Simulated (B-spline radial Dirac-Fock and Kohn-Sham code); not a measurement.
**X-ray form factors of cesium in several charge states**

Level of theory: relativistic Hartree-Fock (Dirac-Fock) wave functions, averaged over the configuration; a radial atomic solver.

Configurations: Cs [Xe] 6s1; Cs³⁺ [Kr] 4d10 5s2 5p4; Cs⁴⁺ [Kr] 4d10 5s2 5p3. The first column is f₀ of Cs, the others are differences from it.

```
s (Å⁻¹)      Cs  Δ Cs³⁺  Δ Cs⁴⁺
      0  55.000  -3.000  -4.000
   0.05  53.527  -2.208  -3.114
    0.1  50.602  -1.164  -1.831
   0.15  47.290  -0.523  -0.903
    0.2  43.888  -0.118  -0.256
   0.25  40.712  +0.090  +0.101
    0.3  37.903  +0.145  +0.219
   0.35  35.440  +0.119  +0.198
    0.4  33.241  +0.069  +0.125
   0.45  31.236  +0.024  +0.052
    0.5  29.382  -0.006  -0.001
    0.6  26.071  -0.026  -0.044
    0.7  23.302  -0.021  -0.038
    0.8  21.071  -0.010  -0.020
    0.9  19.310  -0.002  -0.005
      1  17.900  +0.003  +0.004
    1.1  16.722  +0.004  +0.007
    1.2  15.677  +0.004  +0.006
    1.4  13.760  +0.001  +0.002
    1.6  11.955  -0.001  -0.002
```

Values without a named source are computed, but for edge energies of neutral atoms, which are taken from tables.
